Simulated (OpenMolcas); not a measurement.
# SnHCl3O (SMILES [OH][Sn]([Cl])([Cl])[Cl]): the dipole moment, rung by rung

SnHCl3O: 6 atoms, total charge 0, spin state singlet. SMILES: `[OH][Sn]([Cl])([Cl])[Cl]`. Geometry: relaxed at PBE0-D4/def2-TZVP.

Each level gives the dipole moment (D). The values are calculated.

```tsv
level	kind	program	value (D)
HF/def2-SVP (core potential)	Hartree–Fock	OpenMolcas	1.61
SVWN5/def2-SVP (core potential)	LDA	OpenMolcas	1.54
PBE/def2-SVP (core potential)	GGA	OpenMolcas	1.52
revPBE/def2-SVP (core potential)	GGA	OpenMolcas	1.52
M06-L/def2-SVP (core potential)	meta-GGA	OpenMolcas	1.62
r2SCAN/def2-SVP (core potential)	meta-GGA	OpenMolcas	1.59
B3LYP/def2-SVP (core potential)	global hybrid	OpenMolcas	1.50
PBE0/def2-SVP (core potential)	global hybrid	OpenMolcas	1.55
```

The values span 1.50 to 1.62 D. Magnitudes only.
